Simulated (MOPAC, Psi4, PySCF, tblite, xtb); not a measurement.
Dimer C2H6 ··· O2S (SMILES CC and O=S=O) at R = 4.66 Å between the centres of mass, closest contact 3.07 Å (a random orientation, not optimised). Geometry in Å and degrees:

```
C
H 1 1.0918
H 1 1.0918 2 107.56
H 1 1.0918 2 107.56 3 115.60
C 1 1.5263 2 111.32 4 122.20
H 5 1.0918 1 111.32 2 180.00
H 5 1.0918 6 107.56 1 122.20
H 5 1.0918 6 107.56 7 115.60
S 2 3.0698 1 142.15 3 -26.01
O 9 1.4386 2 77.28 1 8.30
O 9 1.4386 10 118.87 2 -124.38
```

Methods: GFN2-xTB (tblite); SAPT0/jun-cc-pVDZ, frozen core (Psi4); PBE/def2-TZVP, counterpoise-corrected (Psi4); PBE-D3(BJ)/def2-TZVP, counterpoise-corrected (Psi4); HF/aug-cc-pVDZ, counterpoise-corrected (Psi4); MP2/aug-cc-pVDZ = DF-MP2/aug-cc-pVDZ, frozen core, counterpoise-corrected (Psi4 1.11); SCS-MP2/aug-cc-pVDZ = DF-SCS-MP2/aug-cc-pVDZ, frozen core, counterpoise-corrected (Psi4); PM3, restricted, heats of formation (MOPAC); PM6, restricted, heats of formation (MOPAC); GFN1-xTB (xtb); RKS-B3LYP/6-31G* = PySCF with restricted B3LYP/6-31G*, spherical d, no counterpoise correction; RHF/6-31G* = restricted Hartree-Fock/6-31G*, spherical d, no counterpoise correction in PySCF; RKS-M06-2X/6-31G* = restricted M06-2X/6-31G*, spherical d, no counterpoise correction run with PySCF; RKS-LDA (SVWN5)/6-31G* = PySCF 2.14.0 with restricted LDA (SVWN5)/6-31G*, spherical d, no counterpoise correction.

### Question
What interaction energy does each level give?

### Answer

```tsv
method	E_int / kcal/mol
RKS-LDA (SVWN5)/6-31G*	-1.37
GFN2-xTB	-0.89
GFN1-xTB	-0.80
PBE-D3(BJ)/def2-TZVP	-0.74
RKS-M06-2X/6-31G*	-0.67
MP2/aug-cc-pVDZ	-0.33
RKS-B3LYP/6-31G*	-0.12
SAPT0/jun-cc-pVDZ	-0.11
SCS-MP2/aug-cc-pVDZ	-0.09
PBE/def2-TZVP	0.00
RHF/6-31G*	0.20
PM6	0.24
PM3	0.40
HF/aug-cc-pVDZ	0.74
```
